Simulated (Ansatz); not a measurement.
BSb2⁻. The state is a singlet with charge -1. Geometry PBE-D4/def2-TZVPD.

Cartesian coordinates in Å:
```
B 0.290 -2.050 0.251
Sb -0.129 -0.008 0.719
Sb -0.161 2.058 -0.969
```

In the def2 sets Sb takes a core potential; there is no spin–orbit coupling. At LDA (SPW92)/def2-TZVPD, PBE-D4/def2-TZVPD, r2SCAN-D4/def2-TZVPD the highest occupied level of the charge -1 singlet lies above zero (up to 0.38 eV). The electron is either unbound and held by the finite basis, or the level is raised by self-interaction error. At LDA (SPW92)/def2-TZVPD, PBE-D4/def2-TZVPD, r2SCAN-D4/def2-TZVPD an occupied level of the charge -1 singlet lies above an empty one (by up to 0.33 eV), so this SCF solution is probably not the lowest. The geometry of the singlet was relaxed on an unsound state (an occupied level 0.29 eV above an empty one). Another isomer (triplet) lies 2.77 eV lower at PBE0-D4/def2-TZVPD; other spin states weren't run for this one.

Task: Estimate the orbital energies around the gap (eV) in Ansatz with LDA (SPW92)/def2-TZVPD, PBE-D4/def2-TZVPD, r2SCAN-D4/def2-TZVPD, PBE0-D4/def2-TZVPD, BHLYP-D4/def2-TZVPD.

Result: 
```csv
orbital,LDA (SPW92)/def2-TZVPD,PBE-D4/def2-TZVPD,r2SCAN-D4/def2-TZVPD,PBE0-D4/def2-TZVPD,BHLYP-D4/def2-TZVPD
HOMO−9,-27.93,-27.96,-28.82,-31.00,-33.80
HOMO−8,-27.83,-27.85,-28.70,-30.93,-33.76
HOMO−7,-27.77,-27.79,-28.64,-30.86,-33.70
HOMO−6,-10.14,-9.88,-10.43,-11.67,-13.22
HOMO−5,-8.00,-7.76,-8.20,-9.32,-10.64
HOMO−4,-4.51,-4.37,-4.74,-5.60,-6.63
HOMO−3,-1.93,-1.75,-1.96,-2.54,-3.18
HOMO−2,-1.33,-1.17,-1.41,-2.20,-2.68
HOMO−1,-1.17,-1.02,-1.20,-1.76,-2.65
HOMO,0.24,0.38,0.24,-0.43,-1.15
LUMO,-0.09,0.10,0.05,0.54,1.30
LUMO+1,0.94,1.15,1.28,1.84,2.67
LUMO+2,2.20,2.37,2.46,2.99,3.91
LUMO+3,2.85,2.98,3.42,3.55,4.01
LUMO+4,3.24,3.33,3.88,3.70,4.06
LUMO+5,3.40,3.44,4.09,3.89,4.31
```
